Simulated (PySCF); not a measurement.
**Structure elucidation problem**

Molecular formula: C$_{5}$H$_{3}$F$_{3}$O. Simulated spectra:

$^{1}$H NMR (300 MHz, computed): δ 8.96 (s, 1H), 3.51 (m, 2H).

$^{13}$C{$^{1}$H} NMR (computed): δ 175.3 (C), 162.1 (CH), 149.8 (C), 134.2 (C), 38.2 (CH2).

Non-relativistic Hamiltonian, one conformer, in vacuum, fast rotation and ring inversion assumed for equivalent nuclei. GIAO PBE0/pcSseg-1 shieldings; structure optimised with GFN2-xTB; PySCF.

References, each an isolated molecule treated in the same way: $^{1}$H (31.72 ppm), $^{13}$C (186.93 ppm) vs TMS.

Question: Which candidate is it?
A. O=c1cc1CC(F)(F)F
B. O=CC#CCC(F)(F)F
C. Fc1ccc(C(F)F)o1

Answer: A. 

Rings plus π bonds: 3 (1 ring in the answer). 5 carbon signals for 5 carbons: no two carbons are equivalent. Carbon types of the structure: 3 × C, 1 × CH, 1 × CH2, which accounts for all hydrogens. δC 175.3: unsaturated ring carbon. δC 162.1: unsaturated ring CH. δC 149.8: ring carbonyl carbon. δC 134.2: CF3 carbon; 3 electronegative neighbours deshield it. δH 8.96: hydrogen on a unsaturated ring CH.

The others: O=CC#CCC(F)(F)F has carbons computed at 180.0, 133.4, 93.6, 90.5, 29.8; Fc1ccc(C(F)F)o1 would give 3 signals for carbon-bound and other non-exchanging H, not 2.

Splittings by $^{19}$F in the carbon and heteronuclear signals aren't shown, as no couplings were computed. Shifts are as computed. Against solution values, carbons near 30 ppm lie about +3 ppm off and those near 130 ppm about +5 ppm (rms about the fit 2.1 ppm; single classes can miss by 10 ppm). Of 1328 compounds with measured shifts, 309 miss one by over three times the rms of a fit or turn the order of signals round; such compounds aren't used in these exercises. Signals without a measured value on file couldn't be tested in this way; 1H shifts scatter by 0.2 ppm about their fit, and single ones miss by 0.5 ppm. Multiplicities follow the n + 1 count of equivalent neighbours, as no J values were calculated; m marks all less simple cases, F and P coupling included.
